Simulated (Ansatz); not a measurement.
One change: `BOCO[SiH3]` becomes `BOC[SiH2]C`.

Ansatz, PBE0-D4/def2-TZVP geometries, multiplicity 1. Each molecule was computed in one conformer, which needn't be the lowest.

| property | `BOCO[SiH3]` |
| --- | --- |
| HOMO–LUMO gap (PBE0/def2-TZVPP) / eV | 8.07 |
| HOMO–LUMO gap (B3LYP/def2-TZVPP) / eV | 7.60 |
| HOMO energy (PBE0/def2-TZVPP) / eV | -8.66 |
| size of the dipole moment (PBE/def2-TZVPP) / D | 1.03 |
| HOMO–LUMO gap (PBE/def2-TZVPP) / eV | 5.59 |
| HOMO–LUMO gap (ωB97M-V/def2-TZVPP) / eV | 12.26 |

Give the same properties after the change, and the shifts. (An estimate is asked.)

The calculation gave: 
```json
{"property": "HOMO–LUMO gap (PBE0/def2-TZVPP) / eV", "`BOC[SiH2]C`": "7.90", "shift": "-0.17"}
{"property": "HOMO–LUMO gap (B3LYP/def2-TZVPP) / eV", "`BOC[SiH2]C`": "7.45", "shift": "-0.15"}
{"property": "HOMO energy (PBE0/def2-TZVPP) / eV", "`BOC[SiH2]C`": "-8.29", "shift": "0.37"}
{"property": "size of the dipole moment (PBE/def2-TZVPP) / D", "`BOC[SiH2]C`": "1.50", "shift": "0.47"}
{"property": "HOMO–LUMO gap (PBE/def2-TZVPP) / eV", "`BOC[SiH2]C`": "5.62", "shift": "0.03"}
{"property": "HOMO–LUMO gap (ωB97M-V/def2-TZVPP) / eV", "`BOC[SiH2]C`": "12.01", "shift": "-0.25"}
```

With PBE0 the HOMO rises by 0.37 eV and the LUMO rises by 0.20 eV, so the gap narrows by about 0.17 eV. PBE moves the HOMO by 0.20 eV and ωB97M-V by 0.43 eV. The zero-point energy changes by 59.8 kJ/mol with +6 modes. Dipoles are sizes alone; their direction can turn.

B3LYP here is the variant with VWN-RPA as its local correlation; programs differ in this.
